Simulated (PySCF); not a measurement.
Molecule: `C=C=CCB(Cl)Cl`, C4H5BCl2.

Geometry:
```
atom   x (Å)   y (Å)   z (Å)
  C1   2.449   0.121   0.057
  C2   1.329  -0.385   0.504
  C3   0.203  -0.888   0.944
  C4  -1.080  -0.964   0.155
  B5  -2.106   0.141   0.594
 Cl6  -3.739  -0.265   1.089
 Cl7  -1.644   1.829   0.586
  H8   2.667   1.189   0.164
  H9   3.204  -0.504  -0.435
 H10   0.171  -1.255   1.978
 H11  -0.864  -0.794  -0.915
 H12  -1.533  -1.963   0.246
```

Geometry PBE0-D3(BJ)/def2-SVP throughout; GIAO in PySCF 2.14.0 with density-fitted response routines, gas phase, one conformer, non-relativistic; equivalent atoms averaged; functional PBE0.

Problem. How do the shifts δ (against TMS, BF3·OEt2, HCl at the same level) depend on the basis set? (ppm; last column core-seconds on 1 thread of an Arm Neoverse V2, shared host)

Solution. 
```tsv
basis set	functions	C2	C3	C1	C4	B5	Cl6/Cl7	H8/H9	H10	H11/H12	core-s
pcSseg-0	81	231.1	91.0	85.1	33.1	77.0	283.1	5.09	4.71	2.03	6.5
6-31G*	116	203.6	81.4	73.7	29.7	62.6	236.6	4.71	4.86	1.94	10
cc-pVDZ	131	211.0	85.6	75.3	31.3	63.4	251.6	4.87	4.93	2.04	12
def2-SVP	131	211.5	83.9	74.7	27.9	62.0	257.3	4.79	4.86	1.90	11
aug-cc-pVDZ	214	210.4	84.9	74.2	30.8	61.7	270.2	5.09	5.24	2.32	27
6-311+G(2d,p)	235	222.6	88.8	77.4	32.3	62.7	280.3	4.98	5.18	2.23	27
def2-TZVP	259	223.9	89.5	77.8	32.5	64.9	288.3	4.98	5.17	2.23	33
cc-pVTZ	288	222.6	88.5	77.3	32.4	63.9	276.6	4.98	5.15	2.23	41
IGLO-III	313	229.0	91.9	79.8	33.1	66.8	289.1	5.03	5.21	2.25	43
```

Problem. Which nucleus moves most, in ppm?

Solution. Cl6/Cl7 (chlorine bonded to B): from 236.6 ppm with 6-31G* to 289.1 ppm with IGLO-III. The smallest spread is 0.38 ppm, at H8/H9. Proton shifts span only some 12 ppm, so a few tenths of a ppm matter as much there as several ppm in carbon.

Problem. Taking the largest basis, IGLO-III (313 functions), as the yardstick, rank the others by their worst heavy-atom deviation.

Solution. def2-TZVP 5.1 ppm (259 functions), 6-311+G(2d,p) 8.8 ppm (235 functions), pcSseg-0 10.1 ppm (81 functions), cc-pVTZ 12.5 ppm (288 functions), aug-cc-pVDZ 19.0 ppm (214 functions), def2-SVP 31.9 ppm (131 functions), cc-pVDZ 37.6 ppm (131 functions), 6-31G* 52.5 ppm (116 functions).

A small basis that lands close on one nucleus may do so by chance; judge by the trend and by all nuclei.
